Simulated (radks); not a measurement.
Question: The table gives one normalised radial function P(r) = r R(r) (large component) of In in [Kr] 4d10 5s2 5p1 (r in bohr). Method: Dirac Kohn-Sham, PBE, spin-unpolarised, spherical densities, point nucleus; open shells fill j = l - 1/2 first; computed with a radial shooting solver on a logarithmic mesh with Libxc functionals.

| r | P |
|---|---|
| 0.002943 | 0.0096 |
| 0.004606 | 0.0187 |
| 0.007209 | 0.0372 |
| 0.01137 | 0.0745 |
| 0.0178 | 0.1423 |
| 0.02786 | 0.2513 |
| 0.04396 | 0.3838 |
| 0.06881 | 0.4301 |
| 0.1086 | 0.1893 |
| 0.1699 | -0.3634 |
| 0.266 | -0.6533 |
| 0.4196 | 0.0639 |
| 0.6568 | 1.0765 |
| 1.036 | 1.0168 |
| 1.622 | 0.3553 |
| 2.539 | 0.0450 |
| 4.005 | 0.0014 |
| 6.269 | 0.0000 |
| 9.812 | 0.0000 |

Which n and l does it have? It may be an empty orbital.

Answer: n = 4, l = 1: the number of nodes gives n - l - 1 = 2, the rise at small r points to l (for j = l - 1/2 the large component starts as r^gamma with gamma = sqrt(l^2 - (Z/c)^2) = 0.93 and the r^(l+1) term takes over further out; the orbital of l - 1 with the same j starts with the same power, but with a larger coefficient, and does not steepen), and the extent must fit the shell. The curve is that of 4p1/2; the two j differ most near the nucleus, where j = l - 1/2 has the larger amplitude, and in heavy atoms j = l - 1/2 is also the more compact. 4p1/2: eigenvalue -82.511 eV, 2 radial nodes at r = 0.129, 0.409 bohr, <r> = 0.901 bohr, 90 % of the charge inside 1.33 bohr.
